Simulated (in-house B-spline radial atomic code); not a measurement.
A fraction x of an electron is removed from 2s in neutral boron, starting from [He] 2s2 2p1 and keeping the highest spin. All numbers are computed (non-relativistic revTPSS, spin-polarised, spherical fractional occupations; point nucleus) with a B-spline radial code for spherical atoms, not measured.

| x | E(x) - E(0) (eV) | 2s down level (eV) |
| --- | --- | --- |
| 0 | 0.0000 | -8.945 |
| 0.09 | 0.8352 | -9.617 |
| 0.23 | 2.2553 | -10.671 |
| 0.26 | 2.5788 | -10.898 |
| 0.4 | 4.1782 | -11.948 |
| 0.5 | ? | ? |
| 0.52 | 5.6654 | -12.838 |
| 0.65 | ? | ? |
| 0.8 | 9.5600 | -15.085 |
| 0.97 | 12.3109 | -17.546 |
| 1 | 12.8244 | - |

Q: What belongs in the row x = 0.5?

A: An energy change of 5.4101 eV; 2s down at -12.690 eV.

Q: What belongs in the row x = 0.65?

A: An energy change of 7.3971 eV; 2s down at -13.809 eV.

Q: Check Janak's theorem between x = 0.09 and 0.23.

A: The slope of the energy is 10.14 eV; the orbital levels give 10.14 eV (-ε of the emptying orbital, averaged over the two points).
